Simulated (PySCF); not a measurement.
# Reading the logs of faulty runs: F2H2NSi

These are calculations, not measurements. The program is PySCF 2.14.0, an open-source quantum chemistry code, run on an isolated molecule that a program drew, which may never have been made. The molecule is F2H2NSi (charge 0, doublet), drawn as the SMILES string `N[Si](F)F`.

Each row is a Hartree-Fock (HF) and frozen-core CCSD(T) single point in the cc-pV(D+d)Z basis, meant for a local HF minimum. Run 1 is clean. Each other run has one planted mistake out of seven kinds, and not every kind appears here: one electron removed, one electron added, multiplicity raised by two, geometry at a saddle point, minimal basis STO-3G, one bond length entered in bohr, all coordinates scaled. The reference is restricted for singlets and unrestricted otherwise, and also for a bond in bohr. Adding or removing an electron swaps singlet and doublet. Electrons count all cores. HOMO and LUMO are orbital energies over both spins, the gradient is its largest component, and the lowest frequency (negative if imaginary) is given only where the gradient is small. Bond lengths are over the 5 bonds as drawn. T1 is the CCSD diagnostic: over 0.02 (restricted) or 0.045 (unrestricted) a single reference is doubtful.

Geometry of the clean run:
```xyz
6
F2H2NSi, angstrom
N    -0.5971   -0.0143   -1.6642
Si    0.3276    0.2639   -3.0569
F     1.1556    1.6225   -2.8309
F     1.3698   -0.9520   -3.1898
H    -0.9885   -0.9212   -1.4919
H    -1.1709    0.7140   -1.2827
```

```
run,electrons,basis functions,<S^2>,HOMO (eV),LUMO (eV),gradient (hartree/bohr),lowest frequency (cm^-1),mean bond (Å),longest bond (Å),T1,HF (hartree),CCSD(T) (hartree),mistake
1,41,75,0.754,-9.83,1.79,1.9e-05,66,1.3828,1.695,0.0141,-543.55138,-544.19965,no fault
2,41,75,0.756,-10.06,1.50,2.2e-02,-,1.4174,1.737,0.0150,-543.54722,-544.20018,all coordinates scaled
3,41,75,3.759,-3.06,-1.32,6.7e-02,-,1.3828,1.695,0.0159,-543.29177,-543.91511,?
4,42,75,0.000,-0.02,9.78,1.2e-01,-,1.3828,1.695,0.0131,-543.51630,-544.18842,?
```

**Which mistake was planted in run 3, and what did it cost?**

Electrons, basis and geometry are unchanged, and <S^2> is 3.759, beside S(S+1) = 3.75 for a multiplicity of 4. So the mistake is: multiplicity raised by two. Subtracting run 1 and multiplying by 627.51 kcal/mol a hartree, the energy moved by 162.9 kcal/mol in HF and 178.6 kcal/mol in CCSD(T).

**Which mistake was planted in run 4, and what did it cost?**

It counts 42 electrons, one more than the clean run, at the same geometry and basis. So the mistake is: one electron added. Subtracting run 1 and multiplying by 627.51 kcal/mol a hartree, the energy moved by 22.0 kcal/mol in HF and 7.0 kcal/mol in CCSD(T).

Cautions from the logs. Run 4: the added electron raises the CCSD(T) energy, so it isn't bound in this basis.
